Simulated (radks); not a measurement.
Species: the bromine ion Br24+. Configuration: [Ne] 3s1. Method: non-relativistic Kohn-Sham, TPSS, spin-polarised, spherical densities, point nucleus; open shells are filled with parallel spins first; meta-GGA in the generalised Kohn-Sham scheme; computed with a radial shooting solver on a logarithmic mesh with Libxc functionals.

Unscreened Slater integrals over Kohn-Sham orbitals (hartree). They are taken over the spin-up orbitals.

| integral | value |
|---|---|
| F0(3s,3s) | 1.9282 |
| F0(3s,2p) | 2.5247 |
| G1(3s,2p) | 0.26061 |
| F0(3s,2s) | 2.4664 |
| G0(3s,2s) | 0.20593 |
| F0(3s,1s) | 2.8687 |
| G0(3s,1s) | 0.14002 |
| F0(2p,2p) | 5.5630 |
| F2(2p,2p) | 2.6511 |
| F0(2p,2s) | 5.0665 |
| G1(2p,2s) | 2.8738 |
| F0(2p,1s) | 7.5597 |
| G1(2p,1s) | 1.3686 |
| F0(2s,2s) | 4.7529 |
| F0(2s,1s) | 6.6567 |
| G0(2s,1s) | 0.63448 |
| F0(1s,1s) | 21.519 |
